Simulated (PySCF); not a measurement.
# Radial density of Sc²⁺ (scandium, charge +2)

UHF, [Ar] 3d1, 2D determinant. Computed with PySCF 2.14 in aug-cc-pwCVTZ-DK (10s9p7d4f3g, 127 functions), with the spin-free X2C one-electron Hamiltonian (Gaussian nucleus).

```csv
r (bohr),4πr²ρ (e/bohr),4πr²(ρα − ρβ)
0.00131,0.1677,0.0000
0.00220,0.4303,0.0000
0.00370,1.081,0.0000
0.00622,2.617,-0.0001
0.0105,5.950,-0.0002
0.0176,12.10,-0.0004
0.0296,20.29,-0.0008
0.0498,24.88,-0.0013
0.0838,20.57,-0.0027
0.141,19.41,-0.0044
0.237,26.39,0.0169
0.399,14.85,0.1390
0.671,7.088,0.4125
1.13,8.119,0.6132
1.90,1.868,0.3648
3.19,0.09334,0.0638
5.37,0.001494,0.0015
```

Densities and radii are taken from the X2C orbitals without a picture-change correction, which distorts them close to the nucleus.

(1) Where is the radial spin density 4πr²(ρα − ρβ) most negative, and why is it negative at all?

Results:

(1) Around r = 0.141 bohr, down to -0.0044 e/bohr: exchange with the open shell polarises the paired shells in an unrestricted calculation.
